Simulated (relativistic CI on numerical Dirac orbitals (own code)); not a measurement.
## W³⁺ (5d3) in a crystal field

Calculated by Dirac-Coulomb-Breit CI, KLI orbitals optimised for each configuration, model QED, valence Slater integrals scaled by 0.8, one configuration in a parametric crystal field (own radial code).

Field parameters in Wybourne normalisation: Oh B⁴₀ = 21Dq, B⁴₄ = √(5/14) B⁴₀. The field is a parameter set, without covalency.

S is read from ⟨S²⟩ = S(S + 1).

Levels (cm⁻¹, degeneracy): 0 (4), 11941 (4), 12575 (4), 13215 (2), 20956 (2), 21443 (4), 40081 (2), 40641 (4), 41313 (4), 41762 (2), 46893 (2), 48014 (4).

(1) Which field gives this pattern?
A. Oh, 10Dq = 18250 cm⁻¹
B. Oh, 10Dq = 29450 cm⁻¹
C. Oh, 10Dq = 40650 cm⁻¹
D. Oh, 10Dq = 35050 cm⁻¹

## Answers

(1) C. Oh, 10Dq = 40650 cm⁻¹, ground level with S = 1.48.
